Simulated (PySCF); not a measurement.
**Electron correlation in Cl+ (chlorine, charge +1)**

[Ne] 3s2 3p4, high-spin 3P determinant. Computed with PySCF 2.14 in def2-TZVP, with no relativity, point nucleus. Frozen: [Ne]; 6 electrons correlated.

MP2 pair energies summed by pair of shells (mhartree):

| pair | energy | share (%) |
| --- | --- | --- |
| 3p-3p | -56.79 | 47.0 |
| 3s-3p | -55.01 | 45.5 |
| 3s-3s | -9.07 | 7.5 |

Total MP2 correlation energy: -120.87 mhartree.

Same-spin part -28.03 and opposite-spin part -92.83 mhartree; SCS-MP2 scales them by 1/3 and 6/5 to -120.75 mhartree.

```csv
level,correlation energy (mhartree)
CCSD,-146.51
(T),-4.33
CCSD(T),-150.84
```

Diagnostics: T1 = 0.0087, D1 = 0.0281, largest double amplitude 0.060.

Cost of the coupled-cluster step: 0.8 s of wall time on 1 thread of Neoverse-N1 (shared host), for 6 correlated electrons.

Iterations:

```
CC2 = 0
CCSD nocc = (np.int64(4), np.int64(2)), nmo = (32, 32)
frozen orbitals [[0, 1, 2, 3, 4], [0, 1, 2, 3, 4]]
max_cycle = 100
direct = 0
conv_tol = 1e-08
conv_tol_normt = 1e-06
diis_space = 8
diis_start_cycle = 0
Init t2, MP2 energy = -0.120866744734555
Init E_corr(UCCSD) = -0.120866744735235
cycle = 1  E_corr(UCCSD) = -0.140229557908973  dE = -0.0193628132  norm(t1,t2) = 0.0431641
cycle = 2  E_corr(UCCSD) = -0.144542735028134  dE = -0.00431317712  norm(t1,t2) = 0.014296
cycle = 3  E_corr(UCCSD) = -0.146566362560888  dE = -0.00202362753  norm(t1,t2) = 0.00579166
cycle = 4  E_corr(UCCSD) = -0.146507904408225  dE = 5.84581527e-05  norm(t1,t2) = 0.000713291
cycle = 5  E_corr(UCCSD) = -0.146510985115419  dE = -3.08070719e-06  norm(t1,t2) = 9.24743e-05
cycle = 6  E_corr(UCCSD) = -0.146510691415944  dE = 2.93699476e-07  norm(t1,t2) = 1.70166e-05
cycle = 7  E_corr(UCCSD) = -0.146511044524912  dE = -3.53108968e-07  norm(t1,t2) = 2.84275e-06
cycle = 8  E_corr(UCCSD) = -0.146510943983199  dE = 1.00541713e-07  norm(t1,t2) = 7.78349e-07
cycle = 9  E_corr(UCCSD) = -0.146510959224964  dE = -1.52417654e-08  norm(t1,t2) = 1.71634e-07
cycle = 10  E_corr(UCCSD) = -0.146510958502521  dE = 7.22443383e-10  norm(t1,t2) = 3.50058e-08
UCCSD converged
E(UCCSD) = -459.1906590526997  E_corr = -0.1465109585025211
UCCSD(T) correction = -0.00433177803788662
```
